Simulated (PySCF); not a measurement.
Compound: C2H7FSi2.
Atom-mapped SMILES: `[F:1][C@H:2]1[CH2:3][SiH2:4][SiH2:5]1` (hydrogens: H6 on C2; H7, H8 on C3; H9, H10 on Si4; H11, H12 on Si5)

Computed, not measured: PBE0-D3(BJ)/def2-SVP geometry optimisation, gas phase in PySCF.

Entries marked ? are missing.

```json
{"coordinate": "F1–C2", "value": "?"}
{"coordinate": "C2–C3", "value": "?"}
{"coordinate": "C3–Si4", "value": "1.918 Å"}
{"coordinate": "Si4–Si5", "value": "2.336 Å"}
{"coordinate": "C2–Si5", "value": "?"}
{"coordinate": "C2–H6", "value": "1.108 Å"}
{"coordinate": "C3–H7", "value": "1.105 Å"}
{"coordinate": "C3–H8", "value": "1.101 Å"}
{"coordinate": "Si4–H9", "value": "1.494 Å"}
{"coordinate": "Si4–H10", "value": "1.492 Å"}
{"coordinate": "Si5–H11", "value": "1.495 Å"}
{"coordinate": "Si5–H12", "value": "1.493 Å"}
{"coordinate": "F1–C2–C3", "value": "?"}
{"coordinate": "F1–C2–Si5", "value": "118.7°"}
{"coordinate": "F1–C2–H6", "value": "107.9°"}
{"coordinate": "C3–C2–Si5", "value": "99.1°"}
{"coordinate": "C3–C2–H6", "value": "109.0°"}
{"coordinate": "Si5–C2–H6", "value": "107.9°"}
{"coordinate": "C2–C3–Si4", "value": "?"}
{"coordinate": "C2–C3–H7", "value": "108.6°"}
{"coordinate": "C2–C3–H8", "value": "114.9°"}
{"coordinate": "Si4–C3–H7", "value": "106.3°"}
{"coordinate": "Si4–C3–H8", "value": "120.1°"}
{"coordinate": "H7–C3–H8", "value": "107.9°"}
{"coordinate": "C3–Si4–Si5", "value": "76.4°"}
{"coordinate": "C3–Si4–H9", "value": "113.2°"}
{"coordinate": "C3–Si4–H10", "value": "115.8°"}
{"coordinate": "Si5–Si4–H9", "value": "?"}
```

Q: Estimate the withheld lengths and angles.

A: 
- F1–C2 = 1.375 Å, drawn single (alkyl fluorine to sp3 C–F carbon); 0.05 Å above the sum of covalent radii, 1.33 Å.
- C2–C3 = 1.533 Å, drawn single (sp3 C–F carbon to sp3 carbon bound to silicon); 0.01 Å above the sum of covalent radii, 1.52 Å.
- C2–Si5 = 1.934 Å, drawn single (sp3 C–F carbon to SiH2 silicon); 0.06 Å above the sum of covalent radii, 1.87 Å.
- F1–C2–C3 = 113.7°, at the sp3 C–F carbon; the outer atoms are 2.437 Å apart.
- C2–C3–Si4 = 98.2°, at the sp3 carbon bound to silicon, inside a 4-membered ring; the outer atoms are 2.620 Å apart.
- Si5–Si4–H9 = 115.1°, at the SiH2 silicon; the outer atoms are 3.264 Å apart.

Radii are Cordero's, carbon taken as 0.76, 0.73 or 0.69 Å for four, three, and two or fewer neighbours.

No frequency check. One conformer, not necessarily the lowest (F1–C2–C3–Si4 157°, C2–C3–Si4–Si5 -25°, C3–Si4–Si5–C2 20°, F1–C2–Si5–Si4 -149°).
